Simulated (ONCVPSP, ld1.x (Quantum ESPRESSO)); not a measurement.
# Potentials for molybdenum (Mo) compared

Generated with ld1.x 7.5 (TM, RRKJ, ultrasoft, PAW), atompaw 4.2 or ONCVPSP 4.0.1. The cutoff is in Ry: for ld1.x and atompaw files where the sum of valence levels is converged to 10 mRy in a Bessel basis, for ONCV files where the hardest occupied wave has 1 mHa per electron of residual kinetic energy. The error is the largest all-electron minus pseudo excitation energy over each file’s own four to seven test configurations (ionisations up to +4, promotions, holes and added fractions of an electron), all of which were solved. The labels leave out finer settings (local radius, basis sizes, second energies), which also bear on the numbers. Spin-polarised tests are not counted. The rows are a selection from randomly drawn settings: files with unsolved tests, undetermined cutoffs or missed reference levels are left out.

A true bound ghost makes a file unfit for plane-wave use even where its test errors are small: the radial tests pick states by their node count and pass the ghost by.

```csv
potential,cutoff (Ry),largest error (meV),bound ghosts
"TM, PBE, scalar-relativistic, rc 2.85/2.05/2.10 (spd), local p, core correction yes, reference 4p6 4d5.5 5s0.5 5p0",40,-132,s
"ONCV, LDA (Perdew-Wang 92), fully relativistic, rc 1.90/1.75/2.15 (spd), local smoothed, core correction yes, reference 4s2 4p6 4d5, qcut 8.2/9.5/5.8, projectors 2/2/2",49,+44,none
"TM, PBE, scalar-relativistic, rc 1.55/1.55/1.80 (spd), local smoothed, core correction yes, reference 4s2 4p6 4d5 5s0 5p0",60,+491,none
```

(1) Fill in the row for Mo: ONCV, PBEsol, scalar-relativistic, rc 1.75/2.05/2.50 (spd), local smoothed, core correction yes, reference 4s2 4p6 4d5 5s1, qcut 8.6/6.6/5.6, projectors 2/2/3.

(2) Fill in the row for Mo: ONCV, revPBE, scalar-relativistic, rc 2.00/2.20/1.90 (spd), local d, core correction yes, reference 4s2 4p6 4d5 5s0.5 5p0.5, qcut 7.3/5.3/8.1, projectors 2/2/0.

(3) Fill in the row for Mo: ONCV, PBEsol, scalar-relativistic, rc 2.65/2.65/1.75/2.80 (spdf), local smoothed, core correction no, reference 4d5 5s1, qcut 2.4/3/5.2/3.8, projectors 2/2/2/2.

Answers

(1) cutoff 44 Ry, largest error -130 meV, bound ghosts: none.

(2) cutoff 39 Ry, largest error -1.5 meV, bound ghosts: none.

(3) cutoff 62 Ry, largest error +43 meV, bound ghosts: s.
